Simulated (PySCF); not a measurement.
**GeF₃⁺ + 3 HCl → GeCl₃⁺ + 3 HF**

Level: PBE0 in the def2-TZVP basis family, all electrons, no relativity, computed in PySCF with density fitting; open shells unrestricted.

| species | state and structure | E (Eh) | ZPE (kJ/mol) | H(298 K) − H(0) (kJ/mol) | S° (J/(mol K)) |
| --- | --- | --- | --- | --- | --- |
| GeF₃⁺ | singlet, D3h, Ge–F 1.649 Å (×3) | -2375.83092 | 19.3 | 14.7 | 287.8 |
| HCl | singlet, C∞v, H–Cl 1.279 Å | -460.66440 | 17.9 | 8.7 | 186.6 |
| GeCl₃⁺ | singlet, D3h, Ge–Cl 2.045 Å (×3) | -3456.72521 | 11.8 | 16.7 | 319.4 |
| HF | singlet, C∞v, H–F 0.920 Å | -100.39188 | 24.9 | 8.7 | 173.6 |

Task: What is the electronic reaction energy?

Result: At PBE0/def2-TZVP, ΔE = -201.5 kJ/mol from the differences of the total energies times 2625.5, downhill. 

Task: Add zero-point, thermal and entropy terms for 298.15 K and 1 bar.

Result: ΔZPE = 13.5 and Δ[H(298) − H(0)] = 2.0 kJ/mol give ΔH° = -186.0 kJ/mol. ΔS° = -7.4 J/(mol K), so ΔG° = -186.0 − 298.15 × (-0.0074) = -184 kJ/mol.

Only the bonding shown was studied: isomers, or loss of a ligand pair, can lie lower.
